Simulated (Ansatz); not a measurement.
Ansatz (a program for electronic structure) input (CCSD(T)/aug-cc-pVTZ):

Ansatz 0.2 input:
```yaml
crystal:
  periodic: [false, false, false]
  atoms:
    - {symbol: C, position_ang: [-1.36090758, -0.74492313, 0.05796310]}
    - {symbol: B, position_ang: [-0.09801481, -0.01661416, -0.01562572]}
    - {symbol: C, position_ang: [1.30082692, -0.51887884, 0.60266465]}
    - {symbol: O, position_ang: [0.05501789, 1.26905160, -0.66470020]}
    - {symbol: H, position_ang: [-2.29988469, -0.38190430, -0.37089797]}
    - {symbol: H, position_ang: [-1.46138891, -1.71174310, 0.54971718]}
    - {symbol: H, position_ang: [2.07507564, -0.61414671, -0.17183917]}
    - {symbol: H, position_ang: [1.69712585, 0.19394759, 1.33969846]}
    - {symbol: H, position_ang: [1.20563674, -1.49023284, 1.09816572]}
    - {symbol: H, position_ang: [-0.80614980, 1.51754917, -1.01288049]}
basis:
  gaussian:
    orbitals: aug-cc-pVTZ
total_charge: -1
magnetization: {spin_polarized: false}
correlation: {method: ccsd_t, electrons: outside_noble_gas}
```

End of the output:

```
integrals: 3.40 GiB planned
1825 factors; integrals over basis functions are off by at most 1.1e-3 eV
1.84 GiB of device memory are held for the factors and their scratch space
mean field: 1.70 GiB planned
mean field evaluation 1: about -4863.7910 eV, gradient 3.5e1 eV
mean field evaluation 2: about -4863.7913 eV, gradient 3.5e1 eV
mean field evaluation 4: about -4867.2204 eV, gradient 3.6e0 eV
mean field evaluation 8: about -4867.2793 eV, gradient 2.7e-1 eV
mean field evaluation 16: about -4867.2201 eV, gradient 3.6e0 eV
mean field -4867.27998003 eV, -178.8692401052 hartree, gradient 2.5e-6 eV, S^2 0.000000; 0 other end points of the search recorded, 0 dependent functions left out
4 core orbitals not correlated
reference -4867.27998003 eV, -178.8692401052 hartree; 12, 12 occupied and 306, 306 virtual orbitals, 1825 factors
second order -19.92183917 eV of doubles, -0.00000000 eV of singles
coupled cluster: 19.79 GiB planned
cycle   1  -20.13388692 eV  change   -2.1e-1 eV  update   9.4e-2
cycle   2  -20.57789095 eV  change   -4.4e-1 eV  update   2.8e-2
cycle   3  -20.68524287 eV  change   -1.1e-1 eV  update   1.4e-2
cycle   4  -20.67861649 eV  change    6.6e-3 eV  update   4.3e-3
cycle   5  -20.67574969 eV  change    2.9e-3 eV  update   2.0e-3
cycle   6  -20.67626076 eV  change   -5.1e-4 eV  update   1.0e-3
cycle   7  -20.67621207 eV  change    4.9e-5 eV  update   4.8e-4
cycle   8  -20.67598974 eV  change    2.2e-4 eV  update   2.3e-4
cycle   9  -20.67599891 eV  change   -9.2e-6 eV  update   1.1e-4
cycle  10  -20.67609755 eV  change   -9.9e-5 eV  update   4.3e-5
cycle  11  -20.67604033 eV  change    5.7e-5 eV  update   2.1e-5
cycle  12  -20.67604409 eV  change   -3.8e-6 eV  update   7.8e-6
perturbative correction -0.88034258 eV, -0.0323519930 hartree
Total energy: -4888.83636669 eV, -179.6614227036 hartree
```

It need not be the lowest isomer of its formula. Whether it binds its extra electron was not tested at this geometry.
